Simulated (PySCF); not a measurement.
**Spinor energies of Bi³⁺ (bismuth, charge +3)**

Start: [Xe] 4f14 5d10 6s2. Calculated with PySCF 2.14 in x2c-TZVPPall-2c (11s11p9d3f, 110 functions): generalised Hartree-Fock with the X2C-1e Hamiltonian and a Gaussian nucleus; one run each with spin-orbit coupling (SO) switched off, then screened by Boettger's factors.

```json
{"spinor shell": "1s1/2", "electrons": "2", "ε, spin-free (eV)": "-91080.3", "ε, screened SO (eV)": "-91038.6", "weight of nominal j (screened SO)": "1.000", "rms radius, screened SO (bohr)": "0.0178"}
{"spinor shell": "2s1/2", "electrons": "2", "ε, spin-free (eV)": "-16549.5", "ε, screened SO (eV)": "-16536.3", "weight of nominal j (screened SO)": "1.000", "rms radius, screened SO (bohr)": "0.0718"}
{"spinor shell": "2p1/2", "electrons": "2", "ε, spin-free (eV)": "-14182.8", "ε, screened SO (eV)": "-15864.5", "weight of nominal j (screened SO)": "1.000", "rms radius, screened SO (bohr)": "0.0606"}
{"spinor shell": "2p3/2", "electrons": "4", "ε, spin-free (eV)": "-14182.8", "ε, screened SO (eV)": "-13540.1", "weight of nominal j (screened SO)": "1.000", "rms radius, screened SO (bohr)": "0.0691"}
{"spinor shell": "3s1/2", "electrons": "2", "ε, spin-free (eV)": "-4090.6", "ε, screened SO (eV)": "-4086.2", "weight of nominal j (screened SO)": "1.000", "rms radius, screened SO (bohr)": "0.183"}
{"spinor shell": "3p1/2", "electrons": "2", "ε, spin-free (eV)": "-3404.3", "ε, screened SO (eV)": "-3783.6", "weight of nominal j (screened SO)": "1.000", "rms radius, screened SO (bohr)": "0.175"}
{"spinor shell": "3p3/2", "electrons": "4", "ε, spin-free (eV)": "-3404.3", "ε, screened SO (eV)": "-3256.0", "weight of nominal j (screened SO)": "1.000", "rms radius, screened SO (bohr)": "0.192"}
{"spinor shell": "3d3/2", "electrons": "4", "ε, spin-free (eV)": "-2700.9", "ε, screened SO (eV)": "-2765.8", "weight of nominal j (screened SO)": "1.000", "rms radius, screened SO (bohr)": "0.168"}
{"spinor shell": "3d5/2", "electrons": "6", "ε, spin-free (eV)": "-2700.9", "ε, screened SO (eV)": "-2654.4", "weight of nominal j (screened SO)": "1.000", "rms radius, screened SO (bohr)": "0.172"}
{"spinor shell": "4s1/2", "electrons": "2", "ε, spin-free (eV)": "-1000.7", "ε, screened SO (eV)": "-999.36", "weight of nominal j (screened SO)": "1.000", "rms radius, screened SO (bohr)": "0.401"}
{"spinor shell": "4p1/2", "electrons": "2", "ε, spin-free (eV)": "-772.03", "ε, screened SO (eV)": "-866.63", "weight of nominal j (screened SO)": "1.000", "rms radius, screened SO (bohr)": "0.404"}
{"spinor shell": "4p3/2", "electrons": "4", "ε, spin-free (eV)": "-772.03", "ε, screened SO (eV)": "-734.81", "weight of nominal j (screened SO)": "1.000", "rms radius, screened SO (bohr)": "0.438"}
{"spinor shell": "4d3/2", "electrons": "4", "ε, spin-free (eV)": "-504.21", "ε, screened SO (eV)": "-518.83", "weight of nominal j (screened SO)": "1.000", "rms radius, screened SO (bohr)": "0.446"}
{"spinor shell": "4d5/2", "electrons": "6", "ε, spin-free (eV)": "-504.21", "ε, screened SO (eV)": "-493.55", "weight of nominal j (screened SO)": "1.000", "rms radius, screened SO (bohr)": "0.457"}
{"spinor shell": "4f5/2", "electrons": "6", "ε, spin-free (eV)": "-207.95", "ε, screened SO (eV)": "-210.48", "weight of nominal j (screened SO)": "1.000", "rms radius, screened SO (bohr)": "0.479"}
{"spinor shell": "5s1/2", "electrons": "2", "ε, spin-free (eV)": "-209.94", "ε, screened SO (eV)": "-209.75", "weight of nominal j (screened SO)": "1.000", "rms radius, screened SO (bohr)": "0.890"}
{"spinor shell": "4f7/2", "electrons": "8", "ε, spin-free (eV)": "-207.95", "ε, screened SO (eV)": "-205.04", "weight of nominal j (screened SO)": "1.000", "rms radius, screened SO (bohr)": "0.480"}
{"spinor shell": "5p1/2", "electrons": "2", "ε, spin-free (eV)": "-143.16", "ε, screened SO (eV)": "-161.42", "weight of nominal j (screened SO)": "1.000", "rms radius, screened SO (bohr)": "0.953"}
{"spinor shell": "5p3/2", "electrons": "4", "ε, spin-free (eV)": "-143.16", "ε, screened SO (eV)": "-136.06", "weight of nominal j (screened SO)": "1.000", "rms radius, screened SO (bohr)": "1.04"}
{"spinor shell": "5d3/2", "electrons": "4", "ε, spin-free (eV)": "-63.714", "ε, screened SO (eV)": "-65.700", "weight of nominal j (screened SO)": "1.000", "rms radius, screened SO (bohr)": "1.27"}
{"spinor shell": "5d5/2", "electrons": "6", "ε, spin-free (eV)": "-63.714", "ε, screened SO (eV)": "-62.361", "weight of nominal j (screened SO)": "1.000", "rms radius, screened SO (bohr)": "1.32"}
{"spinor shell": "6s1/2", "electrons": "2", "ε, spin-free (eV)": "-42.973", "ε, screened SO (eV)": "-42.993", "weight of nominal j (screened SO)": "1.000", "rms radius, screened SO (bohr)": "2.18"}
```

| quantity | spin-free | screened SO |
| --- | --- | --- |
| E (hartree) | -21512.09413 | -21553.25153 |
| M_J | 0 | 0 |
| ⟨J²⟩ | 0.000 | 0.000 |
| ⟨L²⟩ | 0.000 | 0.208 |
| ⟨S²⟩ | 0.000 | 0.208 |

Breit and QED terms are absent; they matter most for the inner s and p1/2 levels.

Densities and radii are taken from the X2C orbitals without a picture-change correction, which distorts them close to the nucleus.

Without spin-orbit coupling the j labels of p, d and f shells carry no meaning; the spin-free column gives the mean over the occupied spinors of each nl shell.
